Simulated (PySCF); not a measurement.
# Rhodium: a sound run and one with changed settings

Sound run: Rh [Kr] 4d8 5s1, Rh⁺ [Kr] 4d8. Calculation: PySCF 2.14, in x2c-TZVPall (8s6p6d1f, 63 functions); the spin-free X2C one-electron Hamiltonian (Gaussian nucleus). In the sound run the correlated levels freeze [Kr]. The sound run starts from symmetry-adapted Hartree-Fock orbitals and uses a fine grid where one is needed.

Changed run: no relativity, point nucleus. This setting is unsound on purpose.

```json
{"species": "Rh", "method": "UHF", "sound run (hartree)": "-4781.18732", "changed run (hartree)": "-4623.27663", "converged": "yes"}
{"species": "Rh", "method": "r2SCAN", "sound run (hartree)": "-4783.60856", "changed run (hartree)": "-4625.88557", "converged": "yes"}
{"species": "Rh", "method": "M06-2X", "sound run (hartree)": "-4783.96637", "changed run (hartree)": "-4626.30289", "converged": "yes"}
{"species": "Rh", "method": "MP2", "sound run (hartree)": "-4781.37658", "changed run (hartree)": "-4623.45981", "converged": "yes"}
{"species": "Rh⁺", "method": "UHF", "sound run (hartree)": "-4780.95532", "changed run (hartree)": "-4623.06477", "converged": "yes"}
{"species": "Rh⁺", "method": "r2SCAN", "sound run (hartree)": "-4783.32510", "changed run (hartree)": "-4625.62804", "converged": "yes"}
{"species": "Rh⁺", "method": "M06-2X", "sound run (hartree)": "-4783.70003", "changed run (hartree)": "-4626.05937", "converged": "yes"}
{"species": "Rh⁺", "method": "MP2", "sound run (hartree)": "-4781.12044", "changed run (hartree)": "-4623.22728", "converged": "yes"}
```

Ionisation energy of Rh:

```csv
method,sound run (eV),changed run (eV)
UHF,6.313,5.765
r2SCAN,7.713,7.008
M06-2X,7.247,6.626
MP2,6.970,6.327
SCS-MP2,6.808,6.184
```

Most of the change in total energy is the relativistic energy itself. On top of that the contraction fixes the core shape for the Hamiltonian it was made with, so the changed run is not a good calculation with the other Hamiltonian either.

For comparison, NIST gives 7.459 eV between the lowest levels.
